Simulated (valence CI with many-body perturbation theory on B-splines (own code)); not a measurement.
**E1 line list for Yb³⁹⁺**

Calculated by relativistic CI+MBPT: three valence electrons over a frozen Dirac-Fock core [Ar] 3d10, radial functions for each j: 11 s, 11 p, 10 d, 8 f, 5 g, 2 h, with the one-electron correlation potential Σ1, the two-electron term Σ2, the three-electron term Σ3, Breit, model QED; selected CI, second order for the rest, scaled by the run's own slope (own B-spline code, finite nucleus).

No measured spectrum was set against this ion. As an estimate, large intervals hold to a few tenths of a per cent, small ones and those within an open d or f shell to about a per cent.

Lines 51 to 100 of 545 in falling wavelength, among levels below 51.989 Ry, chosen from the strongest by gf and those to the six lowest levels. Wavelengths and rates use the calculated energies. Electric multipoles are in the length gauge, E1 and E2 with the static RPA response of the core. Weak lines are less certain than strong ones. Lines between different terms over intervals too small for the method are left out, as are lines whose strength nearly cancels. Where a level lies close to another of its J and parity, the split of strength between their lines is uncertain. The highest levels of a list are the least certain.

Levels are named by their leading jj configuration (3d3/2^4 stands for four electrons in 3d with j = 3/2), which in mixed levels can hold well under half, so a name can repeat and another be missing. Letters in brackets count levels of one name in rising energy.

```tsv
λ vac (Å)	Upper	Lower	A (s⁻¹)	S (a.u.) with core polarisation	S without
79.91	(4p1/2 4d3/2 4d5/2) J=7/2 [a]	(4p1/2 4p3/2 4d3/2) J=7/2	4.32e+10	8.71e-02	9.23e-02
79.88	(4p1/2 4d3/2 4d5/2) J=5/2 [a]	(4p1/2 4p3/2 4d3/2) J=3/2 [a]	5.98e+10	9.02e-02	9.57e-02
79.74	(4p1/2 4p3/2 4f7/2) J=5/2 [c]	(4p1/2 4p3/2 4d5/2) J=7/2 [b]	9.75e+10	1.46e-01	1.56e-01
79.67	(4p1/2 4p3/2 4f7/2) J=9/2 [b]	(4p1/2 4p3/2 4d5/2) J=7/2 [b]	4.46e+11	1.11e+00	1.18e+00
79.55	(4p1/2 4p3/2 4f7/2) J=7/2 [c]	(4p1/2 4p3/2 4d5/2) J=5/2 [c]	5.93e+11	1.18e+00	1.25e+00
79.37	(4s 4d3/2 4d5/2) J=7/2 [a]	(4s 4p3/2 4d3/2) J=5/2 [a]	5.00e+10	9.87e-02	1.05e-01
79.36	(4s 4p3/2 4f5/2) J=5/2 [c]	(4s 4p3/2 4d3/2) J=5/2 [b]	1.04e+11	1.54e-01	1.65e-01
79.27	(4p1/2 4d5/2^2) J=9/2	(4p1/2 4p3/2 4d5/2) J=7/2 [a]	4.99e+10	1.23e-01	1.31e-01
79.19	(4p1/2^2 4d5/2) J=5/2	(4p1/2^2 4p3/2) J=3/2	1.51e+11	2.22e-01	2.35e-01
79.10	(4p1/2 4d3/2 4d5/2) J=7/2 [a]	(4p1/2 4p3/2 4d3/2) J=5/2	8.96e+10	1.75e-01	1.86e-01
78.94	(4s 4d3/2 4d5/2) J=9/2	(4s 4p3/2 4d3/2) J=7/2	3.24e+10	7.85e-02	8.38e-02
78.86	(4s 4d3/2 4d5/2) J=5/2 [a]	(4s 4p3/2 4d3/2) J=3/2 [a]	6.20e+10	9.00e-02	9.59e-02
78.85	(4s 4d3/2 4f7/2) J=7/2 [b]	(4s 4d3/2 4d5/2) J=5/2 [b]	5.52e+10	1.07e-01	1.13e-01
78.82	(4p1/2 4p3/2 4f7/2) J=5/2 [a]	(4p1/2 4p3/2 4d5/2) J=5/2 [b]	5.44e+10	7.89e-02	8.35e-02
78.68	(4p1/2 4p3/2 4f7/2) J=9/2 [a]	(4s 4p1/2 4f7/2) J=7/2 [b]	3.47e+11	8.35e-01	8.86e-01
78.64	(4p3/2 4d3/2 4d5/2) J=3/2 [a]	(4p3/2^2 4d3/2) J=1/2 [a]	1.02e+11	9.78e-02	1.04e-01
78.63	(4p1/2 4p3/2 4f7/2) J=5/2 [c]	(4p1/2 4p3/2 4d5/2) J=3/2 [b]	2.19e+11	3.16e-01	3.33e-01
78.62	(4s 4d5/2 4f5/2) J=3/2 [a]	(4s 4p3/2 4f5/2) J=1/2	1.07e+11	1.03e-01	1.09e-01
78.61	(4s 4p3/2 4f7/2) J=3/2	(4s 4p3/2 4d5/2) J=1/2	2.00e+11	1.91e-01	2.03e-01
78.59	(4p1/2 4p3/2 4f7/2) J=9/2 [a]	(4p1/2 4p3/2 4d5/2) J=9/2	3.93e+10	9.40e-02	9.98e-02
78.58	(4s 4p3/2 4f5/2) J=7/2 [c]	(4s 4p3/2 4d5/2) J=5/2 [b]	6.24e+10	1.19e-01	1.27e-01
78.58	(4s 4d5/2 4f7/2) J=9/2 [a]	(4s 4p3/2 4f7/2) J=11/2	3.69e+10	8.84e-02	9.39e-02
78.56	(4s 4p1/2 4d3/2) J=1/2	(4s 4p1/2 4p3/2) J=3/2 [a]	8.02e+09	3.84e-03	4.08e-03
78.55	(4p1/2 4d5/2^2) J=1/2	(4p1/2 4p3/2 4d5/2) J=3/2 [b]	3.69e+11	1.77e-01	1.87e-01
78.42	(4s 4d3/2 4d5/2) J=7/2 [b]	(4s 4p3/2 4d3/2) J=7/2	9.28e+10	1.77e-01	1.88e-01
78.41	(4p1/2^2 4f7/2) J=7/2	(4p1/2^2 4d5/2) J=5/2	1.25e+11	2.38e-01	2.50e-01
78.41	(4p1/2 4d3/2 4d5/2) J=9/2	(4p1/2 4p3/2 4d3/2) J=7/2	8.39e+10	2.00e-01	2.12e-01
78.39	(4p1/2 4p3/2 4d5/2) J=3/2 [b]	(4p1/2 4p3/2^2) J=1/2	1.98e+11	1.88e-01	1.99e-01
78.37	(4p1/2 4d5/2^2) J=3/2	(4p1/2 4p3/2 4d5/2) J=3/2 [a]	1.40e+11	1.33e-01	1.41e-01
78.34	(4s 4p1/2 4d3/2) J=3/2 [b]	(4s 4p1/2 4p3/2) J=3/2 [a]	7.57e+09	7.18e-03	7.58e-03
78.34	(4p1/2 4p3/2 4f7/2) J=11/2	(4p1/2 4p3/2 4d5/2) J=9/2	2.83e+11	8.06e-01	8.53e-01
78.33	(4p1/2 4p3/2 4f7/2) J=3/2	(4p1/2 4p3/2 4d5/2) J=1/2	2.87e+11	2.72e-01	2.88e-01
78.31	(4p3/2 4d3/2 4d5/2) J=5/2 [a]	(4s 4d3/2 4d5/2) J=3/2 [a]	6.47e+10	9.20e-02	9.77e-02
78.29	(4s 4d5/2 4f5/2) J=9/2	(4s 4d5/2^2) J=9/2	6.77e+10	1.60e-01	1.71e-01
78.28	(4p1/2 4d3/2 4d5/2) J=3/2 [a]	(4p1/2 4p3/2 4d3/2) J=3/2 [a]	1.43e+11	1.35e-01	1.43e-01
78.26	(4p1/2 4d3/2 4d5/2) J=3/2 [b]	(4p1/2 4p3/2 4d3/2) J=3/2 [b]	9.09e+10	8.60e-02	9.12e-02
78.22	(4s 4d5/2 4f7/2) J=11/2 [a]	(4p3/2^2 4d5/2) J=9/2	1.62e+11	4.58e-01	4.85e-01
78.17	(4s 4p1/2 4f7/2) J=5/2	(4p1/2 4p3/2^2) J=3/2 [a]	1.42e+11	2.00e-01	2.12e-01
78.15	(4p3/2 4d3/2 4d5/2) J=7/2 [a]	(4s 4d3/2 4d5/2) J=5/2 [a]	1.26e+11	2.37e-01	2.52e-01
78.10	(4p1/2 4p3/2 4f7/2) J=5/2 [a]	(4p1/2 4p3/2 4d5/2) J=3/2 [a]	1.01e+11	1.42e-01	1.50e-01
78.10	(4s 4d3/2 4f7/2) J=9/2 [b]	(4s 4d3/2 4d5/2) J=7/2 [b]	4.35e+10	1.02e-01	1.08e-01
78.06	(4p1/2 4p3/2 4d3/2) J=5/2	(4s 4p1/2 4d3/2) J=5/2	6.19e+10	8.72e-02	9.29e-02
78.04	(4s 4d5/2 4f5/2) J=7/2 [b]	(4s 4p3/2 4f5/2) J=5/2 [b]	1.79e+11	3.36e-01	3.57e-01
78.03	(4p1/2 4p3/2^2) J=3/2 [a]	(4s 4p1/2 4p3/2) J=5/2	4.49e+10	4.21e-02	4.49e-02
78.01	(4p1/2 4d3/2 4d5/2) J=5/2 [a]	(4p1/2 4p3/2 4d3/2) J=5/2	1.23e+11	1.73e-01	1.84e-01
78.00	(4s 4p1/2 4d5/2) J=7/2	(4s 4p1/2 4p3/2) J=5/2	1.70e+11	3.19e-01	3.38e-01
78.00	(4p1/2 4p3/2 4d5/2) J=1/2	(4p1/2 4p3/2^2) J=1/2	3.46e+11	1.62e-01	1.72e-01
78.00	(4s 4p3/2 4f7/2) J=5/2 [a]	(4p3/2^3) J=3/2 [a]	5.84e+10	8.21e-02	8.67e-02
77.94	(4p1/2 4p3/2 4f7/2) J=3/2	(4p1/2 4p3/2 4d5/2) J=3/2 [b]	9.21e+10	8.61e-02	9.12e-02
77.93	(4p1/2 4d3/2 4d5/2) J=1/2	(4p1/2 4p3/2 4d3/2) J=1/2 [a]	2.38e+11	1.11e-01	1.18e-01
```
